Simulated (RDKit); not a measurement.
Input for RDKit: UFF on BCl2HO (SMILES OB(Cl)Cl), a point of a torsion scan.

```python
from rdkit import Chem
from rdkit.Chem import AllChem, rdDetermineBonds

blocks = [
'''5

O    -0.87423661   -0.52917229    0.31161081
B     0.30820909    0.05628408    0.16088503
Cl    0.61186933    1.20799254   -1.12098863
Cl    1.56163902   -0.34481893    1.26979123
H    -1.59087676   -0.32398941   -0.29230803
''',
]
mol = None
for b in blocks:
    f = Chem.MolFromXYZBlock(b)
    rdDetermineBonds.DetermineBonds(f, charge=0)
    mol = f if mol is None else Chem.CombineMols(mol, f)
Chem.SanitizeMol(mol)
print(Chem.MolToSmiles(Chem.RemoveHs(mol)))
ff = AllChem.UFFGetMoleculeForceField(mol, vdwThresh=100.0, ignoreInterfragInteractions=False)
e = ff.CalcEnergy()
print(f'UFF energy {e:.6f} kcal/mol')
```

It printed:

```
OB(Cl)Cl
UFF energy 28.321872 kcal/mol
```

The run finished.

Cost: very roughly 0.020 core-seconds.
